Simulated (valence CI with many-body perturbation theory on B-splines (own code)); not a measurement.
# Energy levels of V⁹⁺

Method: configuration interaction combined with many-body perturbation theory (CI+MBPT): four valence electrons over a frozen Dirac-Fock core [Ne], radial functions for each j: 11 s, 11 p, 10 d, 8 f, 5 g, 2 h, with the one-electron correlation potential Σ1 (screened to all orders), the two-electron term Σ2, the three-electron term Σ3, Breit, model QED; selected single and double excitations, second order for the rest, scaled by the run's own slope (own B-spline code, finite nucleus).

No measured spectrum was set against this ion. As an estimate, levels of excited configurations hold to 0.05 to 0.15 % of their energy, terms of the ground configuration to about 0.5 %. Among the levels kept, up to 630 cm⁻¹ of a level comes from second order outside the variational space, and about a tenth of that is noise between levels of different J, which matters for small intervals.

Levels 46 to 90 of 170, with energies above the lowest level, 3s2.3p2 3P_0. "Leading %" is the weight of the configuration and term that name the level; weights of strongly mixed levels are sums over their largest components and can fall short. Lifetimes count E1, E2, E3, M1 and M2 decay at the calculated energies, and are blank where another channel may lead or the interval is too uncertain; long ones can be off by a factor of two.

```tsv
No.	Configuration	Term	J	E (eV)	Leading %	Lifetime	Second component
46	3s.3p2.3d	5P	3	68.349	98	23.0 ps	
47	3s.3p2.3d	5P	2	68.591	98	22.7 ps	
48	3s.3p2.3d	5P	1	68.741	98	22.4 ps	
49	3s.3p2.3d	3P	2	70.235	70	33.8 ps	24 % 3p4 3P
50	3s.3p2.3d	3P	1	70.823	69	33.3 ps	24 % 3p4 3P
51	3s.3p2.3d	3P	0	71.182	68	33.3 ps	24 % 3p4 3P
52	3s.3p2.3d	3G	3	72.920	97	201 ps	
53	3s.3p2.3d	3G	4	73.007	97	212 ps	
54	3s.3p2.3d	3G	5	73.116	98	225 ps	
55	3s.3p2.3d	3D	1	74.103	97	33.0 ps	
56	3s.3p2.3d	3D	2	74.152	96	32.3 ps	
57	3s.3p2.3d	3D	3	74.204	93	31.9 ps	
58	3s.3p2.3d	1G	4	74.712	81	1.18 ns	15 % 3s2.3d2 1G
59	3s.3p2.3d	1F	3	75.193	90	66.3 ps	4 % 3s.3p2.3d 3D
60	3s.3p2.3d	3F	2	76.791	84	27.3 ps	7 % 3s.3p2.3d 3D
61	3s.3p2.3d	3F	3	77.134	81	26.4 ps	8 % 3s.3p2.3d 3D
62	3s.3p2.3d	3D	1	77.406	94	39.4 ps	
63	3s.3p2.3d	3D	2	77.575	90	41.1 ps	7 % 3s.3p2.3d 3F
64	3s.3p2.3d	3F	4	77.639	89	24.6 ps	7 % 3s2.3d2 3F
65	3s.3p2.3d	1P	1	77.802	89	29.7 ps	4 % 3s.3p2.3d 3D
66	3s.3p2.3d	3D	3	77.886	86	45.7 ps	10 % 3s.3p2.3d 3F
67	3s.3p2.3d	3P	0	78.193	78	27.6 ps	16 % 3s2.3d2 3P
68	3s.3p2.3d	3P	1	78.321	76	27.7 ps	15 % 3s2.3d2 3P
69	3s.3p2.3d	3P	2	78.565	73	27.6 ps	16 % 3s2.3d2 3P
70	3s.3p2.3d	3S	1	79.733	95	27.6 ps	
71	3s.3p2.3d	3D	1	80.153	93	32.6 ps	
72	3s.3p2.3d	3D	2	80.315	92	33.4 ps	
73	3s.3p2.3d	3D	3	80.806	86	30.7 ps	8 % 3s.3p2.3d 3F
74	3s.3p2.3d	3F	2	81.197	86	21.8 ps	6 % 3s2.3d2 3F
75	3s.3p2.3d	3F	3	81.378	80	23.5 ps	9 % 3s.3p2.3d 3D
76	3s.3p2.3d	3F	4	81.551	92	23.7 ps	4 % 3s2.3d2 3F
77	3s.3p2.3d	1D	2	82.112	57	31.7 ps	22 % 3s2.3d2 1D
78	3s.3p2.3d	3D	3	84.358	94	19.2 ps	
79	3s.3p2.3d	3D	2	84.641	94	19.1 ps	
80	3s.3p2.3d	3D	1	84.836	97	19.1 ps	
81	3s.3p2.3d	1D	2	85.060	67	26.1 ps	15 % 3p4 1D
82	3s.3p2.3d	1S	0	86.336	48	18.4 ps	27 % 3p4 1S
83	3s.3p2.3d	1P	1	87.620	83	15.6 ps	12 % 3s.3p2.3d 3P
84	3s.3p2.3d	3P	2	88.202	83	11.4 ps	10 % 3p4 3P
85	3s.3p2.3d	3P	1	88.636	71	11.8 ps	15 % 3s.3p2.3d 1P
86	3s.3p2.3d	3P	0	88.713	80	11.2 ps	10 % 3p4 3P
87	3s.3p2.3d	1F	3	90.867	95	11.9 ps	
88	3s2.3d2	3F	2	93.401	71	15.0 ps	15 % 3s.3p2.3d 3F
89	3s2.3d2	3F	3	93.489	78	15.7 ps	17 % 3s.3p2.3d 3F
90	3s2.3d2	3F	4	93.542	78	16.0 ps	16 % 3s.3p2.3d 3F
```

Names give the largest LS component (configuration and term), which can be under half, so a name can repeat, a term be missing and a line seem to break the LS rules; names also repeat where a configuration has a term twice.
